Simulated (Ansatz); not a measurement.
Basis-set extrapolation for `O[Si](O)(O)N[Si](O)(O)O` (PBE0-D4/def2-TZVP geometry, frozen core, Ansatz). Multiplicity 1, RHF reference.

```
                       def2-TZVPP    def2-QZVPP
                 HF  -1086.267920  -1086.312213
    MP2 correlation     -1.872965     -2.026909
CCSD(T) correlation     -1.962730       not run
```

Energies in hartree. Use E(X) = E(∞) + A·exp(−7.88·√X) for Hartree–Fock and E(X) = E(∞) + B·X^(−2.97) for correlation, with X = 3 and 4, and add CCSD(T) minus MP2 of the smaller set to the MP2 limit.

Task: What is the CCSD(T) energy at the basis-set limit?

Result: HF limit: -1086.312213 + (-0.044293) × 0.13774 = -1086.31831. MP2 limit: -2.026909 + (-0.153944) × 0.74074 = -2.14094. Higher-order term: -1.962730 − (-1.872965) = -0.08977. Total: -1088.54902 hartree, 835.9 kJ/mol below CCSD(T)/def2-TZVPP.
